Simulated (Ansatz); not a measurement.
One change: `[O]=[W]([F])(=[S])[Cl]` becomes `[CH3][W](=[O])(=[S])[Cl]`.

Ansatz, PBE0-D4/def2-TZVP geometries, multiplicity 1. 

Elements past krypton have def2 core potentials.

| property | `[O]=[W]([F])(=[S])[Cl]` |
| --- | --- |
| LUMO energy (PBE0/def2-TZVPP) / eV | -3.25 |
| LUMO energy (B3LYP/def2-TZVPP) / eV | -3.44 |
| LUMO energy (ωB97M-V/def2-TZVPP) / eV | -1.18 |
| HOMO energy (ωB97M-V/def2-TZVPP) / eV | -10.37 |
| zero-point energy (PBE0-D4/def2-TZVP) / kJ/mol | 22.6 |
| ideal-gas entropy at 298 K and 1 bar (rigid rotor, harmonic PBE0-D4/def2-TZVP) / J/(mol·K) | 350 |

**Question.** Give the same properties after the change, and the shifts. (Estimate.)

**Answer.** Ansatz gave: 
```tsv
property	`[CH3][W](=[O])(=[S])[Cl]`	shift
LUMO energy (PBE0/def2-TZVPP) / eV	-3.15	0.10
LUMO energy (B3LYP/def2-TZVPP) / eV	-3.33	0.11
LUMO energy (ωB97M-V/def2-TZVPP) / eV	-1.12	0.06
HOMO energy (ωB97M-V/def2-TZVPP) / eV	-10.00	0.37
zero-point energy (PBE0-D4/def2-TZVP) / kJ/mol	109.8	87.2
ideal-gas entropy at 298 K and 1 bar (rigid rotor, harmonic PBE0-D4/def2-TZVP) / J/(mol·K)	369	19
```

With PBE0 the HOMO rises by 0.38 eV and the LUMO rises by 0.10 eV, so the gap narrows by about 0.28 eV. PBE moves the HOMO by 0.34 eV and ωB97M-V by 0.37 eV. The zero-point energy changes by 87.2 kJ/mol with +9 modes.

B3LYP here is the variant with VWN-RPA as its local correlation; programs differ in this.
